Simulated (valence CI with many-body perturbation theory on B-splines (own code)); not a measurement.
# Eu⁴⁸⁺: electric-dipole lines

Calculated by configuration interaction combined with many-body perturbation theory (CI+MBPT): five valence electrons over a frozen Dirac-Fock core [Ne], a basis of 9 s, 9 p, 8 d, 6 f, 3 g, 1 h functions for each j, with the one-electron correlation potential Σ1, the two-electron term Σ2, the three-electron term Σ3, Breit, model QED; selected CI, second order for the rest (own B-spline code, finite nucleus).

No measured spectrum was set against this ion. As an estimate, large intervals hold to a few tenths of a per cent, small ones and those within an open d or f shell to about a per cent. Among the levels kept, up to 620 cm⁻¹ of a level comes from second order outside the variational space, and about a tenth of that is noise between levels of different J, which matters for small intervals.

Lines 51 to 100 of 205 in falling wavelength, among levels below 4570.5 × 10³ cm⁻¹, chosen from the strongest by gf and those to the six lowest levels. Wavelengths and rates use the calculated energies. Electric multipoles are in the length gauge, E1 and E2 with the static RPA response of the core. Weak lines are less certain than strong ones. Lines between different terms over intervals too small for the method are left out, as are lines whose strength nearly cancels. The highest levels of a list are the least certain.

Levels are named by their leading jj configuration (3d3/2^4 stands for four electrons in 3d with j = 3/2), which in mixed levels can hold well under half, so a name can repeat and another be missing. Letters in brackets count levels of one name in rising energy.

| λ vac (nm) | Upper | Lower | A (s⁻¹) | log gf | Branch % |
| --- | --- | --- | --- | --- | --- |
| 8.218 | (3s 3p1/2^2 3p3/2^2) J=3/2 | (3s^2 3p1/2 3p3/2^2) J=5/2 | 2.22e+10 | -1.05 | 6.9 |
| 8.123 | (3s 3p1/2^2 3p3/2 3d3/2) J=3/2 [b] | (3s^2 3p1/2 3p3/2 3d3/2) J=1/2 [a] | 4.05e+09 | -1.79 | 1.9 |
| 8.110 | (3s 3p1/2^2 3p3/2 3d3/2) J=3/2 [b] | (3s^2 3p1/2 3p3/2 3d3/2) J=3/2 [a] | 3.29e+09 | -1.89 | 1.5 |
| 8.042 | (3s 3p1/2^2 3p3/2 3d5/2) J=7/2 [a] | (3s^2 3p1/2 3p3/2 3d5/2) J=7/2 [a] | 2.51e+09 | -1.71 | 1.5 |
| 8.008 | (3s 3p1/2 3p3/2^3) J=1/2 | (3s^2 3p3/2^3) J=3/2 | 1.87e+10 | -1.45 | 2.3 |
| 8.002 | (3s 3p1/2^2 3p3/2 3d3/2) J=3/2 [b] | (3s^2 3p1/2 3p3/2 3d3/2) J=5/2 [a] | 1.44e+10 | -1.26 | 6.8 |
| 7.940 | (3s^2 3p1/2 3d3/2^2) J=5/2 | (3s^2 3p1/2 3p3/2 3d3/2) J=3/2 [b] | 1.57e+09 | -2.05 | 0.3 |
| 7.917 | (3s 3p1/2 3p3/2^3) J=3/2 [b] | (3s^2 3p3/2^3) J=3/2 | 1.48e+10 | -1.25 | 1.7 |
| 7.912 | (3s 3p1/2^2 3p3/2 3d3/2) J=5/2 [a] | (3s 3p1/2^2 3p3/2^2) J=3/2 | 4.37e+09 | -1.61 | 18.2 |
| 7.898 | (3s 3p1/2^2 3p3/2 3d3/2) J=5/2 [b] | (3s^2 3p1/2 3p3/2 3d3/2) J=7/2 | 2.81e+10 | -0.80 | 6.9 |
| 7.881 | (3s 3p1/2^2 3p3/2 3d5/2) J=7/2 [b] | (3s^2 3p1/2 3p3/2 3d5/2) J=9/2 | 2.39e+10 | -0.75 | 6.0 |
| 7.828 | (3s 3p1/2^2 3p3/2 3d3/2) J=3/2 [a] | (3s 3p1/2^2 3p3/2^2) J=1/2 | 2.42e+09 | -2.05 | 5.9 |
| 7.820 | (3s 3p1/2^2 3p3/2 3d3/2) J=3/2 [a] | (3s 3p1/2^2 3p3/2^2) J=3/2 | 3.06e+09 | -1.95 | 7.4 |
| 7.764 | (3s 3p1/2^2 3p3/2 3d3/2) J=1/2 [a] | (3s 3p1/2^2 3p3/2^2) J=1/2 | 2.69e+09 | -2.31 | 12.1 |
| 7.756 | (3s 3p1/2^2 3p3/2 3d3/2) J=1/2 [a] | (3s 3p1/2^2 3p3/2^2) J=3/2 | 2.32e+09 | -2.38 | 10.5 |
| 7.713 | (3s 3p1/2^2 3p3/2^2) J=3/2 | (3s^2 3p1/2 3p3/2^2) J=3/2 | 9.40e+09 | -1.47 | 2.9 |
| 7.705 | (3s 3p1/2^2 3p3/2^2) J=1/2 | (3s^2 3p1/2 3p3/2^2) J=3/2 | 8.76e+07 | -3.81 | 0.0 |
| 7.605 | (3s^2 3p1/2 3d3/2^2) J=5/2 | (3s^2 3p1/2 3p3/2 3d3/2) J=5/2 [b] | 3.79e+09 | -1.71 | 0.7 |
| 7.527 | (3s^2 3p1/2 3p3/2 3d3/2) J=3/2 [a] | (3s^2 3p1/2 3p3/2^2) J=1/2 | 1.00e+09 | -2.47 | 1.3 |
| 7.521 | (3s 3p1/2^2 3p3/2 3d3/2) J=5/2 [b] | (3s^2 3p1/2 3p3/2 3d3/2) J=3/2 [a] | 2.95e+09 | -1.82 | 0.7 |
| 7.515 | (3s^2 3p1/2 3p3/2 3d3/2) J=1/2 [a] | (3s^2 3p1/2 3p3/2^2) J=1/2 | 1.03e+09 | -2.76 | 15.9 |
| 7.387 | (3s 3p1/2^2 3p3/2 3d3/2) J=1/2 [b] | (3s^2 3p1/2 3p3/2 3d3/2) J=1/2 [a] | 4.64e+09 | -2.12 | 1.0 |
| 7.382 | (3s 3p1/2^2 3p3/2 3d5/2) J=7/2 [b] | (3s^2 3p1/2 3p3/2 3d5/2) J=7/2 [a] | 1.11e+10 | -1.14 | 2.8 |
| 7.377 | (3s 3p1/2^2 3p3/2 3d3/2) J=1/2 [b] | (3s^2 3p1/2 3p3/2 3d3/2) J=3/2 [a] | 2.70e+10 | -1.36 | 5.9 |
| 7.333 | (3s 3p1/2^2 3p3/2 3d5/2) J=3/2 [b] | (3s^2 3p1/2 3p3/2 3d5/2) J=5/2 [a] | 8.66e+09 | -1.55 | 2.0 |
| 7.227 | (3s 3p1/2^2 3p3/2 3d5/2) J=5/2 [b] | (3s^2 3p1/2 3p3/2 3d5/2) J=3/2 [a] | 4.16e+09 | -1.71 | 0.9 |
| 7.164 | (3s 3p1/2^2 3p3/2 3d5/2) J=3/2 [b] | (3s^2 3p1/2 3p3/2 3d5/2) J=3/2 [a] | 1.37e+09 | -2.37 | 0.3 |
| 7.083 | (3s^2 3p1/2 3p3/2 3d3/2) J=5/2 [a] | (3s^2 3p1/2 3p3/2^2) J=5/2 | 2.92e+09 | -1.88 | 66.1 |
| 7.001 | (3s^2 3p1/2 3p3/2 3d3/2) J=3/2 [a] | (3s^2 3p1/2 3p3/2^2) J=5/2 | 7.41e+09 | -1.66 | 9.5 |
| 6.929 | (3s 3p1/2^2 3p3/2 3d3/2) J=3/2 [b] | (3s 3p1/2^2 3p3/2^2) J=1/2 | 2.46e+09 | -2.15 | 1.2 |
| 6.922 | (3s 3p1/2^2 3p3/2 3d3/2) J=3/2 [b] | (3s 3p1/2^2 3p3/2^2) J=3/2 | 7.05e+09 | -1.69 | 3.3 |
| 6.848 | (3s 3p1/2^2 3p3/2 3d3/2) J=5/2 [a] | (3s 3p1/2^2 3p3/2^2) J=5/2 | 5.49e+09 | -1.64 | 22.8 |
| 6.779 | (3s 3p1/2^2 3p3/2 3d3/2) J=3/2 [a] | (3s 3p1/2^2 3p3/2^2) J=5/2 | 1.05e+10 | -1.54 | 25.4 |
| 6.705 | (3s^2 3p1/2 3p3/2 3d3/2) J=5/2 [a] | (3s^2 3p1/2 3p3/2^2) J=3/2 | 2.39e+07 | -4.02 | 0.5 |
| 6.703 | (3s^2 3p1/2 3p3/2 3d3/2) J=7/2 | (3s^2 3p1/2 3p3/2^2) J=5/2 | 1.62e+08 | -3.06 | 99.8 |
| 6.653 | (3s^2 3p1/2^2 3d3/2) J=3/2 | (3s^2 3p1/2^2 3p3/2) J=3/2 | 6.60e+09 | -1.76 | 100.0 |
| 6.631 | (3s^2 3p1/2 3p3/2 3d3/2) J=3/2 [a] | (3s^2 3p1/2 3p3/2^2) J=3/2 | 6.05e+08 | -2.80 | 0.8 |
| 6.622 | (3s^2 3p1/2 3p3/2 3d3/2) J=1/2 [a] | (3s^2 3p1/2 3p3/2^2) J=3/2 | 2.26e+09 | -2.53 | 34.8 |
| 6.580 | (3s 3p1/2^2 3p3/2 3d3/2) J=7/2 | (3s 3p1/2^2 3p3/2^2) J=5/2 | 1.25e+09 | -2.19 | 6.0 |
| 6.442 | (3s 3p1/2^2 3p3/2 3d5/2) J=3/2 [a] | (3s^2 3p1/2 3p3/2 3d3/2) J=5/2 [a] | 1.74e+09 | -2.36 | 1.4 |
| 6.381 | (3s 3p1/2^2 3p3/2 3d3/2) J=1/2 [b] | (3s 3p1/2^2 3p3/2^2) J=3/2 | 4.14e+09 | -2.30 | 0.9 |
| 6.368 | (3s^2 3p1/2 3d3/2^2) J=5/2 | (3s^2 3p1/2 3p3/2 3d3/2) J=3/2 [a] | 2.10e+09 | -2.12 | 0.4 |
| 6.301 | (3s^2 3p1/2 3d3/2^2) J=5/2 | (3s^2 3p1/2 3p3/2 3d3/2) J=5/2 [a] | 3.40e+09 | -1.92 | 0.6 |
| 6.280 | (3s^2 3p3/2^2 3d3/2) J=5/2 | (3s^2 3p3/2^3) J=3/2 | 1.08e+09 | -2.42 | 0.1 |
| 6.099 | (3s^2 3p1/2 3p3/2 3d3/2) J=3/2 [b] | (3s^2 3p1/2 3p3/2^2) J=1/2 | 2.01e+08 | -3.35 | 0.0 |
| 6.094 | (3s 3p1/2^2 3p3/2 3d3/2) J=3/2 [b] | (3s 3p1/2^2 3p3/2^2) J=5/2 | 2.78e+09 | -2.21 | 1.3 |
| 6.091 | (3s^2 3p1/2 3p3/2 3d3/2) J=1/2 [b] | (3s^2 3p1/2 3p3/2^2) J=1/2 | 3.40e+08 | -3.42 | 0.0 |
| 5.958 | (3s^2 3p1/2 3p3/2 3d5/2) J=3/2 [a] | (3s^2 3p1/2 3p3/2^2) J=1/2 | 5.26e+08 | -2.95 | 0.8 |
| 5.944 | (3s 3p1/2^2 3p3/2 3d5/2) J=5/2 [a] | (3s 3p1/2^2 3p3/2^2) J=3/2 | 2.15e+09 | -2.17 | 1.3 |
| 5.938 | (3s^2 3p1/2 3p3/2 3d3/2) J=5/2 [b] | (3s^2 3p1/2 3p3/2^2) J=5/2 | 1.59e+09 | -2.30 | 0.1 |
